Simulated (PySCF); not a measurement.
C5H15NOSi.
Bonds: C1–C2, C2–C3, C2–O4, O4–Si5, Si5–N6, N6–C7, N6–C8. Hydrogens: H9, H10, H11 on C1; H12 on C2; H13, H14, H15 on C3; H16, H17 on Si5; H18, H19, H20 on C7; H21, H22, H23 on C8.

Computed, not measured: PySCF 2.14.0, density-fitted response routines, TDDFT B3LYP/def2-SVPD, vertical, gas phase, core orbitals frozen in the response. Geometry: PBE0-D3(BJ)/def2-SVP, one conformer, isolated molecule. Torsions of this conformer, `[CH3:1][CH:2]([CH3:3])[O:4][SiH2:5][N:6]([CH3:7])[CH3:8]`: C1–C2–O4–Si5 -146°, C2–O4–Si5–N6 -65°, O4–Si5–N6–C7 93°.

Computed states:

```json
{"state": "S1", "E (eV)": "5.64", "f": "0.012"}
{"state": "S2", "E (eV)": "6.22", "f": "0.057"}
{"state": "S3", "E (eV)": "6.43", "f": "0.0059"}
{"state": "S4", "E (eV)": "6.50", "f": "0.0031"}
{"state": "S5", "E (eV)": "6.64", "f": "0.016"}
{"state": "S6", "E (eV)": "6.94", "f": "0.031"}
{"state": "S7", "E (eV)": "7.20", "f": "0.024"}
{"state": "S8", "E (eV)": "7.24", "f": "0.013"}
{"state": "S9", "E (eV)": "7.37", "f": "0.0096"}
{"state": "S10", "E (eV)": "7.42", "f": "0.0015"}
```

Broadening: Gaussians 0.4 eV wide at half height, area fixed by f = 4.319×10⁻⁹ ∫ε dν̃. The width is an assumption, not a result. The curve ends short of the highest state used, and states not computed would add to its high-energy end.

Q: What does the envelope look like, and where are its maxima?

A: 
```tsv
λ (nm)	ε (L mol⁻¹ cm⁻¹)
181.9	2502
184.1	2190
186.3	2045
188.5	2095
190.7	2373
192.9	2891
195.1	3536
197.3	4036
199.6	4101
201.8	3636
204.0	2825
206.2	1955
208.4	1264
210.6	855
212.8	700
215.0	704
217.2	762
219.5	792
221.7	753
223.9	650
226.1	510
228.3	364
230.5	239
232.7	144
234.9	80
237.1	42
239.4	20
241.6	9
243.8	4
246.0	2
```

Maxima: 219 nm (5.65 eV), ε about 790, made up of S1 (98%); 199 nm (6.24 eV), ε about 4100, made up of S2 (92%) (ε in L mol⁻¹ cm⁻¹; maxima over ε = 5, shares over 10%). At its high-energy end, 6.82 eV, the curve is still rising (ε about 2500, from S5 and S6).

Q: Coming from long wavelengths, where does ε first pass 100 L mol⁻¹ cm⁻¹?

A: At about 234 nm (5.30 eV), 0.34 eV below S1.

Q: What would ε be at 6.24 eV, the highest of these maxima, with half the width (0.2 eV)?

A: About 7450 L mol⁻¹ cm⁻¹ against 4140, a factor of about 1.8; a lone state at its own centre would give exactly 2.

Q: On this curve, what absorbance would a 10⁻⁴ mol/L sample give at 193 nm over a 1 cm path?

A: 193 nm is 6.424 eV, where ε is about 2900 L mol⁻¹ cm⁻¹, so A = ε c l ≈ 0.29 (Beer–Lambert, with the gas-phase spectrum and the assumed width).

The vertical ionisation energy (ΔSCF) is 8.33 eV, 0.92 eV above S10.

Time: 5.9 min of wall time; peak memory 1.2 GiB. Hardware: one thread, Arm Neoverse N1 (aarch64), on a shared host.

Without π bonds the low states are Rydberg-like; a valence basis with one diffuse set may place them up to an eV too high.
